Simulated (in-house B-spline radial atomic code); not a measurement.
# RPA and G0W0 on CAM-B3LYP: Mo-

Configuration [Kr] 4d5 5s2, highest spin, mean-field start CAM-B3LYP. Computed with an all-electron radial atomic-structure program (B-spline basis): all electrons, scalar-relativistic (spin-free one-electron X2C), finite nucleus, each spin shell either full or empty, empty states to l = 9 with an (l + 1/2)⁻⁴ tail; G0W0 by contour deformation at full frequency.

The anion's configuration is assumed.

Command:
```bash
python run_gw.py task.json out
```
Settings (radii: box in bohr, nucleus in fm):
```
Z                        42
electrons                43
configuration            [Kr] 4d5 5s2
hamiltonian              x2c
method                   camb3lyp
lmax                     9
rms_radius               4.4091
spin_polarised           True
box_radius               60
intervals                74
ion_configuration        [Kr] 4d5 5s1
```

Cost of the run: 18 s on 1 thread of Intel(R) Xeon(R) Platinum 8488C (Sapphire Rapids), with other jobs on the host.

Energies (hartree):

```json
{"term": "mean-field total", "value": "-4048.64471"}
{"term": "Hartree-Fock functional on these orbitals", "value": "-4046.19417"}
{"term": "direct second order", "value": "-3.5059"}
{"term": "second-order exchange", "value": "1.023"}
{"term": "SOSEX correction", "value": "0.94023"}
```

**Question.** What is the RPA correlation energy, and what remains with SOSEX?

**Answer.** RPA gives -3.059 hartree (-1.94 eV per electron); RPA + SOSEX gives -2.1188, and the second-order doubles -2.4829 hartree (no singles). SOSEX takes back 31 % of the RPA value.

Quasi-particle levels (eV):

| level | occupied | mean field | Σx - vxc | Σc | QP weight | G0W0 |
| --- | --- | --- | --- | --- | --- | --- |
| 5s down | yes | -0.016 | 0.42 | ? | ? | ? |

G0W0 = mean field + (Σx - vxc) + Σc, with Σc (partial-wave tail included) taken at the quasi-particle energy. Only the outer levels were computed. Levels of low weight are left out.

**Question.** Where does G0W0 put 5s down?

**Answer.** At -0.491 eV, with Σc = -0.90 eV and a quasi-particle weight of 0.784. The tabulated removal energy is 0.748 eV (electron affinity of the neutral atom); the calculation leaves out spin-orbit coupling, Breit and QED terms, and what these don't explain is the method's own error.

**Question.** What does it cost to remove one electron (to [Kr] 4d5 5s1) by differences of total energies, each species on its own start (correlation terms add to the Hartree-Fock functional)?

**Answer.** CAM-B3LYP 0.685 eV, Hartree-Fock functional -0.658 eV, + RPA 0.509 eV, + RPA + SOSEX 0.372 eV, + second order 1.047 eV. Tabulated: 0.748 eV (electron affinity of the neutral atom); the calculation leaves out spin-orbit coupling, Breit and QED terms, and what these don't explain is the method's own error.
